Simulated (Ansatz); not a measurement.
**Energy profile**

The step: SiNH₅O ([NH2][SiH2][OH]) + HBr → SiNH₄Br ([NH2][SiH2][Br]) + H₂O; bonds formed: Si1–Br7, O2–H6; bonds broken: Si1–O2, H6–Br7 (atoms numbered as in the saddle structure below).

Si1  (-0.556, 0.062, -0.312)
O2  (1.281, 0.491, -0.148)
H3  (-0.635, -0.290, -1.738)
H4  (-1.774, 0.496, 0.403)
N5  (-0.219, -1.333, 0.671)
H6  (1.294, 1.474, -0.325)
Br7  (-0.398, 2.597, -0.925)
H8  (1.586, 0.266, 0.743)
H9  (-0.959, -1.678, 1.261)
H10  (0.381, -2.085, 0.369)
(Å)

Electronic energies by CCSD(T) at an estimated basis limit (MP2 extrapolated from triple and quadruple zeta, plus CCSD(T) − MP2 in triple zeta), on PBE0-D4/def2-TZVP structures; SiNH$_{6}$BrO, singlet; no counterpoise correction. Ansatz 0.2.0; basis: def2-TZVPP and def2-QZVPP; cores frozen in the correlated methods. Filled d shells of the heavier atoms are correlated. The def2 sets are not built for correlating such inner shells, so the correlated values are less sure here. Extrapolation: Hartree–Fock as exp(−7.88 √X), correlation as X^−2.97.

Problem. Give the profile in kcal/mol, counted from the separated reactants. (To be estimated.)

Solution. Computed:
```json
{"point": "separated: SiNH$_{5}$O (linked as [NH2][SiH2][OH]; Si1, O2, H3, H4, N5, H8, H9, H10; singlet) + HBr (H6, Br7; singlet)", "kcal/mol": "0.00"}
{"point": "start structure", "kcal/mol": "-5.04"}
{"point": "saddle", "kcal/mol": "14.41"}
{"point": "end structure", "kcal/mol": "-6.86"}
{"point": "separated: SiNH$_{4}$Br (linked as [NH2][SiH2][Br]; Si1, H3, H4, N5, Br7, H9, H10; singlet) + H$_{2}$O (O2, H6, H8; singlet)", "kcal/mol": "-1.07"}
```

No T1 diagnostic of these runs exceeds 0.011.

For scale, one of the runs: CCSD(T)/def2-TZVPP, 236 basis functions, launched by `ansatz run in.yaml --threads 8 --pin off --events-out ev --progress --plain --max-ram 19148MiB`. Hardware: 8 CPU threads of an Intel Xeon 6975P-C, shared host. Wall time 20 s; peak host memory 4.9 GiB.
